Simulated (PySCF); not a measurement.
All of these have the formula C6H9N3. Level of theory: TDDFT CAM-B3LYP/def2-SVPD, vertical, gas phase, core orbitals frozen in the response (PySCF). Geometries: PBE0-D3(BJ)/def2-SVP; one conformer of each isolated species. Triplets are in the Tamm–Dancoff approximation.

Question: Rank by computed lowest singlet excitation energy, lowest first.
A. `n1nc(cc(n1)CC)C`
B. `C=Cn1cc(CC)nn1`
C. `n1(c(nnc1C)C)C=C`
D. `CCCc1ncncn1`
E. `C=CCN1C=C(C)N=N1`

Answer: A (3.67 eV), D (4.79 eV), B (5.28 eV), C (5.49 eV), E (5.80 eV).

| SMILES | S1 (eV) | first f ≥ 0.01 (nm) | f (S1) | LUMO (eV) | HOMO (eV) | T1 (eV) | S1 mainly |
| --- | --- | --- | --- | --- | --- | --- | --- |
| CCc1cc(C)nnn1 | 3.67 | 193 | 0.005 | -0.61 | -8.44 | 2.70 | H→L (97%) |
| CCCc1ncncn1 | 4.79 | 178 | 0.005 | -0.36 | -9.32 | – | H→L (96%) |
| C=Cn1cc(CC)nn1 | 5.28 | 222 | 0.005 | -0.13 | -8.46 | 3.74 | H-2→L (85%) |
| C=Cn1c(C)nnc1C | 5.49 | 213 | 0.000 | 0.13 | -8.51 | 3.95 | H-1→L (82%) |
| C=CCn1cc(C)nn1 | 5.80 | 195 | 0.006 | 0.65 | -8.49 | 4.38 | H-1→L+1 (58%) |

H and L stand for HOMO and LUMO; a dash means that no computed state gives the value.

- `CCc1cc(C)nnn1`: Löwdin shares by element: HOMO nitrogen 85%, carbon 5% or more; LUMO nitrogen 42% or more, carbon 31% or more (atoms not listed hold the other 27%).
- `CCCc1ncncn1`: Löwdin shares by element: HOMO nitrogen 71% or more, carbon 12% or more (atoms not listed hold the other 17%); LUMO carbon 43% or more, nitrogen 36% or more (atoms not listed hold the other 21%).
- `C=Cn1cc(CC)nn1`: Löwdin shares by element: HOMO carbon 46% or more, nitrogen 14% or more (atoms not listed hold the other 40%); LUMO carbon 47% or more, nitrogen 16% or more (atoms not listed hold the other 38%).
- `C=Cn1c(C)nnc1C`: Löwdin shares by element: HOMO carbon 40% or more, nitrogen 39% or more (atoms not listed hold the other 21%); LUMO carbon 63% or more (atoms not listed hold the other 37%).
- `C=CCn1cc(C)nn1`: Löwdin shares by element: HOMO carbon 48% or more, nitrogen 30% or more (atoms not listed hold the other 22%); LUMO carbon 62% or more, hydrogen 12% or more (atoms not listed hold the other 26%).
